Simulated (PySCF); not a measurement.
C3H7FSi2, SMILES [C@H]([SiH3])(F)[SiH2]C#C.

Geometry: B3LYP-D3(BJ)/def2-SVP. The structure was generated by enumeration; whether it is a known compound was not checked. The values are those of a single conformer.

Two levels are set side by side: TDA-PBE/def2-SVPD (PySCF) and TDA-ωB97X/def2-SVPD (PySCF). Vertical, same geometry. The lowest singlet is HOMO→LUMO+1 75 %, HOMO→LUMO 14 % with PBE and HOMO−1→LUMO 51 %, HOMO→LUMO+1 16 %, HOMO−2→LUMO+1 9 % with the other functional; states are paired by order. Differences are taken from unrounded values.

```csv
quantity,TDA-ωB97X
lowest singlet excitation (eV),6.03
lowest triplet excitation (TDA) (eV),4.98
```

Q: What does TDA-PBE give, and how far is it from TDA-ωB97X? (An estimate is asked for; the answer gives what the named calculation found.)

A: 
| quantity | TDA-PBE | TDA-PBE minus TDA-ωB97X |
|---|---|---|
| lowest singlet excitation (eV) | 5.70 | -0.34 |
| lowest triplet excitation (TDA) (eV) | 4.82 | -0.16 |

Functionals without exact exchange tend to place singlet excitations lower, as here. Differences between two approximate levels are no errors against the true value.

Rough cost on one machine, each run with all the roots and properties that it gave: TDA-ωB97X against TDA-PBE about 6 times.
